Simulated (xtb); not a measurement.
Te(F)(Me) (CH3FTe), SMILES C[Te]F. All values are semi-empirical tight-binding results from xtb (GFN2-xTB unless named), good for trends rather than for accurate numbers. Geometry optimised at GFN2-xTB.

Optimised geometry:

Bonded distances (Å): Te1–F2 1.995, Te1–C3 2.148, C3–H4 1.082, C3–H5 1.082, C3–H6 1.082. Bond angles (°): F2–Te1–C3 90.9, Te1–C3–H4 106.9, Te1–C3–H5 109.5, Te1–C3–H6 109.8, H4–C3–H5 110.1, H4–C3–H6 110.1, H5–C3–H6 110.3.
Charge 0, spin multiplicity 1.

```json
{
  "point_group_as_xtb_finds_it": "Cs",
  "orbital_gap": "3.12 eV",
  "zero_point_energy": "23.2 kcal/mol",
  "G − E(el) at 298.15 K (modified RRHO)": "4.8 kcal/mol",
  "static polarisability (D4 model)": "55.2 bohr³",
  "solvation energy, GFN2-xTB/ALPB(water)": "-4.2 kcal/mol",
  "solvation energy, GFN2-xTB/ALPB(toluene)": "-3.9 kcal/mol"
}
```

**Question.** Give the atomic charges and the Wiberg bond orders between heavy atoms. (Estimate from the structure and the level; the computed values follow.)

**Answer.** charges (e) Te1 0.17, F2 -0.25, C3 -0.11, H4 0.05, H5 0.07, H6 0.07. Bond orders Te1–F2 1.15, Te1–C3 1.02.
